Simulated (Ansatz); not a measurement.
The cluster Na3Cl3⁺, 6 atoms. Hardware: 4 threads of Intel Xeon on a shared host.

Correlated methods freeze 18 core orbitals; core or outer-core shells of Na are correlated, in sets that lack core-valence functions.

Problem. How many basis functions does each of these Ansatz runs have, and roughly what does it cost? PBE0-D4/def2-SVP, charge 1 doublet, energy, from earlier orbitals; B3LYP-D4/def2-SVP, charge 1 doublet, relaxation, 7 steps; r2SCAN-D4/def2-TZVP, charge 1 doublet, energy, from earlier orbitals; PBE-D4/def2-SVP, charge 1 doublet, energy, from earlier orbitals; MP2/def2-TZVP, charge 1 doublet, energy, from earlier orbitals; revPBE-D4/def2-TZVP, charge 1 doublet, energy, from earlier orbitals; CCSD(T)/def2-SVP, charge 1 doublet, energy, from earlier orbitals; PBE0-D4/def2-SVP, charge 1 doublet, energy with a search over starts; PBE0-D4/def2-TZVP, charge 1 doublet, energy, from earlier orbitals; LDA (SPW92)/def2-TZVP, charge 1 doublet, energy, from earlier orbitals; PBE-D4/def2-TZVP, charge 1 doublet, energy and forces, from earlier orbitals; BLYP-D4/def2-TZVP, charge 1 doublet, energy, from earlier orbitals.

Solution. Other jobs shared the machine, so times can vary by a factor of up to 3. A dash marks memory too small to be measured apart from the calling script's.

| run | functions | fitting or Cholesky vectors | wall time | peak host memory (GiB) |
| --- | --- | --- | --- | --- |
| PBE-D4/def2-SVP, charge 1 doublet, energy, from earlier orbitals | 99 | 1110 | 5.5 s | – |
| LDA (SPW92)/def2-TZVP, charge 1 doublet, energy, from earlier orbitals | 207 | 1599 | 7 s | – |
| PBE0-D4/def2-SVP, charge 1 doublet, energy, from earlier orbitals | 99 | 883 | 7 s | – |
| PBE0-D4/def2-SVP, charge 1 doublet, energy with a search over starts | 99 | 883 | 11 s | – |
| revPBE-D4/def2-TZVP, charge 1 doublet, energy, from earlier orbitals | 207 | 1599 | 11 s | – |
| PBE-D4/def2-TZVP, charge 1 doublet, energy and forces, from earlier orbitals | 207 | 1599 | 11 s | – |
| BLYP-D4/def2-TZVP, charge 1 doublet, energy, from earlier orbitals | 207 | 1599 | 12 s | – |
| r2SCAN-D4/def2-TZVP, charge 1 doublet, energy, from earlier orbitals | 207 | 1599 | 18 s | – |
| PBE0-D4/def2-TZVP, charge 1 doublet, energy, from earlier orbitals | 207 | 1662 | 19 s | 0.99 |
| MP2/def2-TZVP, charge 1 doublet, energy, from earlier orbitals | 207 | 1485 | 21 s | 0.65 |
| CCSD(T)/def2-SVP, charge 1 doublet, energy, from earlier orbitals | 99 | 883 | 38 s | 0.93 |
| B3LYP-D4/def2-SVP, charge 1 doublet, relaxation, 7 steps | 99 | 950 | 43 s | – |
